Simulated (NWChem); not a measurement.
# C$_{4}$H$_{5}$F; SMILES FC(=C)C=C

```xyz
10

C      0.0574    -1.9436     0.0000
C     -0.6566    -0.8118     0.0000
C     -0.0656     0.5185     0.0000
C     -0.7326     1.6769     0.0000
F      1.2716     0.5258     0.0000
H      1.1496    -1.9194     0.0000
H     -0.4315    -2.9200     0.0000
H     -1.7501    -0.8395     0.0000
H     -1.8223     1.6778     0.0000
H     -0.1981     2.6277     0.0000
```
Atoms are numbered in this order, from 1.

Results from NWChem. All runs use the structure optimised with PBE0/def2-SVP. Static field.

```json
[
 {"level": "PBE/def2-SVPD", "isotropic polarisability (bohr³)": "56.3", "anisotropy (bohr³)": "47.1"},
 {"level": "B3LYP/def2-SVPD", "isotropic polarisability (bohr³)": "55.6", "anisotropy (bohr³)": "47.1"},
 {"level": "LDA (Slater exchange, VWN5)/def2-SVPD", "isotropic polarisability (bohr³)": "56.8", "anisotropy (bohr³)": "47.0"}
]
```
